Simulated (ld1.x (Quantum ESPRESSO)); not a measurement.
**Before and after: TM potential for Sn (Z = 50)**

Sn (Z = 50), norm-conserving Troullier–Martins (Kleinman–Bylander form), made with ld1.x (Quantum ESPRESSO) 7.5 (PBE, fully relativistic). Core [Kr], reference 4d10 5s2 5p2. Waves: 5p (bound): rc 2.05 bohr; 4d (bound): rc 1.40 bohr; 5s (bound): rc 1.90 bohr. Local part: the s channel. Core correction: a·sin(br)/r model core, default radius (core density twice the valence density).

Open shells are filled in proportion to 2j + 1 (rel_dist='average').

All-electron outer shells of the reference configuration (PBE, scalar-relativistic, ld1.x):

| shell | level (eV) | outermost node (bohr) | outermost maximum (bohr) |
| --- | --- | --- | --- |
| 4s | -133.93 | 0.40 | 0.74 |
| 4p | -89.70 | 0.41 | 0.79 |
| 4d | -25.84 | 0.39 | 0.88 |
| 5s | -10.55 | 0.98 | 2.01 |
| 5p | -3.69 | 1.09 | 2.55 |

Change: wave 4d (bound): rc 1.40 bohr becomes 4d (bound): rc 1.92 bohr.

Cutoffs: the cutoffs (Ry, on a coarse ladder) from which the occupation-weighted sum of valence levels, in a spherical-Bessel basis at the reference potential, stays within 10 and 1 mRy of its value at 400 Ry; they do not see the model core or the augmentation charge, which bear on the density cutoff. Errors are all-electron minus pseudo energies relative to the spin-unpolarised reference configuration.

Problem. How do hardness, ghosts and transferability respond?

Solution. The potential gets softer (90 Ry and 140 Ry → 70 Ry and 110 Ry); the errors of the 7 common tests hardly move; neither file shows a bound ghost. A larger radius leaves more room for a smooth pseudo-wave, so fewer plane waves are needed.

```csv
quantity,base,changed
"cutoff, loose",90 Ry,70 Ry
"cutoff, tight",140 Ry,110 Ry
loose cutoff by channel (10 mRy a level),"p 6 Ry, d 80 Ry, s 10 Ry","p 6 Ry, d 55 Ry, s 10 Ry"
bound ghosts,none,none
"error for 4d10 5s2 5p1, meV [ΔE 6.89 eV]",+0.4,+0.4
"error for 4d10 5s2 5p0, meV [ΔE 20.86 eV]",-2.1,-1.8
"error for 4d10 5s1 5p0, meV [ΔE 51.83 eV]",-17,-16
"error for 4d10 5s2 5p2.3, meV [ΔE -0.85 eV]",-0.1,-0.1
"error for 4d10 5s1 5p3, meV [ΔE 6.96 eV]",-1.7,-1.8
"error for 4d10 5s0 5p0, meV [ΔE 92.95 eV]",-75,-78
"error for 4d10 5s1 5p2, meV [ΔE 14.52 eV]",+0.4,+0.4
s: phases at 2.24 bohr within 0.05 rad from the reference energy up to (Ry; the scan ends near 5),3.6,3.6
p1/2: phases at 2.24 bohr within 0.05 rad from the reference energy up to (Ry; the scan ends near 5),to the end of the scan,to the end of the scan
p3/2: phases at 2.24 bohr within 0.05 rad from the reference energy up to (Ry; the scan ends near 5),4.9,4.9
d3/2: phases at 2.24 bohr within 0.05 rad from the reference energy up to (Ry; the scan ends near 5),0.4,0.3
d5/2: phases at 2.24 bohr within 0.05 rad from the reference energy up to (Ry; the scan ends near 5),0.4,0.4
```
